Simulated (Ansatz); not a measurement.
Ideal-gas functions of `[NH2][Al]1[NH][SiH2]1` at 800 K and 1 bar, from an Ansatz frequency run at PBE0-D4/def2-TZVP.

Molar mass 88.12 g/mol, point group Cs (symmetry number 1), electronic degeneracy 1, moments of inertia 30.533, 207.209, 232.026 u Å². Harmonic wavenumbers (cm⁻¹, unscaled): 150, 160, 278, 341, 414, 418, 557, 592, 645, 658, 745, 832, 926, 954, 1015, 1560, 2168, 2170, 3608, 3611, 3703.

Use S(trans) = R[1.5 ln M + 2.5 ln T − 1.1517]; rotational temperatures θ = 24.2544 K / I; S(rot) = R[ln(√π/σ · √(T³/θAθBθC)) + 1.5]; for each mode x = 1.438777 ν̃/T, S = R[x/(eˣ − 1) − ln(1 − e⁻ˣ)] and H = RT x/(eˣ − 1); 1 cm⁻¹ = 0.0119627 kJ/mol; R = 8.31446 J/(mol·K).

Task: By hand: the entropy, in J/(mol·K).

Result: Translation 185.2. Rotation: θ = 0.7944, 0.1171, 0.1045 K, giving 119.9. Vibration, mode by mode: 19.23, 18.70, 14.16, 12.51, 10.96, 10.88, 8.64, 8.18, 7.53, 7.38, 6.48, 5.70, 4.97, 4.78, 4.38, 2.02, 0.84, 0.84, 0.09, 0.09, 0.08, in all 148.4. Electronic 0.0. Sum 453.5 J/(mol·K).

Task: By hand: H − E and G − E in kJ/mol, counted from the electronic energy.

Result: Zero-point energy ½ × 25505 × 0.0119627 = 152.6; thermal vibration 60.9; translation, rotation and pV give 4 RT = 26.6. H − E = 240.1 kJ/mol, and G − E = 240.1 − 800 × 453.5/1000 = -122.7 kJ/mol.

Vibration gives 33 % of the entropy. The sum counts one conformer and one mirror image; others add a mixing term.
